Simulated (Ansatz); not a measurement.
`[F][Sn]([SH])([Cl])[Cl]` → Cl₂ + `[F][Sn][SH]` at 400 K and 1 bar (stannylene formation by 1,1-elimination).

Gas-phase electronic energies from Ansatz, PBE0-D4/def2-TZVP geometries. CCSD(T)/CBS is the MP2 limit (def2-TZVPP, def2-QZVPP) plus CCSD(T) − MP2 in def2-TZVPP, frozen cores. This one scheme is used for every species. def2 core potentials past Kr. For Sn outer-core shells are correlated without core-valence functions, which leaves a few kJ/mol of doubt a bond. One conformer a species, not always the lowest.

| species | CCSD(T)/CBS energy (Eh) | H − E (kJ/mol) | S (J/(mol·K)) |
| --- | --- | --- | --- |
| `[F][Sn]([SH])([Cl])[Cl]` | -1631.90568 | 71.0 | 430.7 |
| Cl₂ | -919.51390 | 16.1 | 232.9 |
| `[F][Sn][SH]` | -712.27458 | 49.2 | 326.8 |

H − E and S are ideal-gas, rigid-rotor, harmonic terms from PBE0-D4/def2-TZVP, for one conformer and one mirror image of each species. 1 Eh = 2625.50 kJ/mol, R = 8.31446 J/(mol·K).

Problem. By hand: ΔE, ΔH, ΔS and ΔG.

Solution. ΔE = (-919.51390) + (-712.27458) − (-1631.90568) = 0.11720 Eh = 307.7 kJ/mol. Δ(H − E) = 16.1 + 49.2 − 71.0 = -5.7, so ΔH = 302.0 kJ/mol. ΔS = 232.9 + 326.8 − 430.7 = 129.0 J/(mol·K). ΔG = 302.0 − 400 × (129.0)/1000 = 250.4 kJ/mol.

Problem. By hand: the equilibrium constant, and the temperature at which ΔG would vanish if ΔH and ΔS stayed fixed.

Solution. log₁₀ K = −ΔG/(RT ln 10) = -32.7. ΔG = 0 at ΔH/ΔS = 2341 K.

The number of gas molecules changes by +1, which sets the sign of ΔS. A doubt of 5 kJ/mol in ΔE shifts log₁₀ K by 0.7 here. Other conformers and mirror images would add mixing entropy, several J/(mol·K) or more a flexible species. Modes under 60 cm⁻¹, often nearly free rotors, make the harmonic entropy too high. These are equilibria of isolated gas molecules and say nothing of rates. Largest T1 diagnostic: 0.016 (customary marks: 0.02 for closed shells, 0.045 for open ones).
